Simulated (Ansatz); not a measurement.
## Telling isomers of C2HF3Si apart by their spectra

These gas-phase data were calculated for one isomer of C2HF3Si at PBE0-D4/def2-SVP (harmonic, unscaled wavenumbers; equilibrium rotational constants with average atomic masses):

* rotational constants: 3.994, 2.116, 2.116 GHz
* all wavenumbers above 1500 cm⁻¹: 3471, 2193

Candidates:

(1) `FC#C[SiH](F)F`, a singlet
(2) `C#C[Si](F)(F)F`, a singlet
(3) `FC1=C[Si]1(F)F`, a singlet

Q: Assign the data to one candidate and say why.

A: Candidate (2). The band at 3471 cm⁻¹ lies where the ≡C–H stretch is expected; (1), (3) have no mode between 3300 and 3560 cm⁻¹.

The same quantities for all candidates:

```
     rotational constants (GHz)  wavenumbers above 1500 cm⁻¹  E above the lowest, PBE0-D4/def2-SVP (kcal/mol)
(1)         6.658, 1.265, 1.121                   2399, 2343                                             55.4
(2)         3.994, 2.116, 2.116                   3471, 2193                                              0.0
(3)         5.448, 1.918, 1.735                   3235, 1664                                             48.8
```

Harmonic stretches to hydrogen usually lie a few per cent above observed fundamentals. Programs: Ansatz 0.2.0.
